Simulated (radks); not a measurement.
Numerical settings for the silicon ion Si2+, [Ne] 3s2. Calculated with a radial shooting solver on a logarithmic mesh with Libxc functionals: scalar-relativistic Kohn-Sham, PBE, spin-polarised, spherical densities, finite nucleus; Fermi nuclear charge, rms radius 3.1224 fm. The defaults (mesh step 0.008 in ln r, mesh end at 40 bohr or more with all orbitals vanishing there, Anderson mixing 0.5 over 9 steps, residual threshold near 1e-9 with the energy settled to 1e-9 hartree or 1e-11 of itself, here a cap of 90 iterations) give E = -288.9645 hartree and 3s at -28.536 eV in 17 iterations. Run on one thread of a shared host, so times are rough (Arm Neoverse V1): 0.11 s of CPU time, 0.11 s wall, 17 iterations on 2189 mesh points. Changes against that run (0 stands for a change within the tolerance of the run):

| setting | iterations | converged | E (mhartree) | e(3s) (meV) | CPU (s) |
|---|---|---|---|---|---|
| mesh step in ln r 0.03 | 14 | yes | 0 | 0 | 0.04 |
| mesh step in ln r 0.05 | 14 | yes | +0.00122 | +0.00792 | 0.03 |
| mesh step in ln r 0.08 | 90 | no | -2.39e+03 | - | 0.21 |
| mesh end (bohr) 20 | 15 | yes | 0 | 0 | 0.1 |
| mesh end (bohr) 8 | 17 | yes | +0.00466 | +0.313 | 0.1 |
| residual threshold 1e-16 | 90 | no | 0 | 0 | 0.35 |
| residual threshold 0.01 | 9 | yes | 0 | +0.0305 | 0.07 |
| mixing 1 | 17 | yes | 0 | 0 | 0.1 |
| linear mixing, mixing 1 | 50 | no | diverged | - | 0.32 |
| linear mixing, mixing 0.05 | 90 | no | +0.0178 | -77.6 | 0.52 |
| mixing history 3 | 20 | yes | 0 | 0 | 0.11 |
| iteration cap 2 | 2 | no | +410 | -1.31e+04 | 0.02 |

No run marked as converged misses the energy by more than 1 mhartree. A mesh that ends early acts as a hard wall.
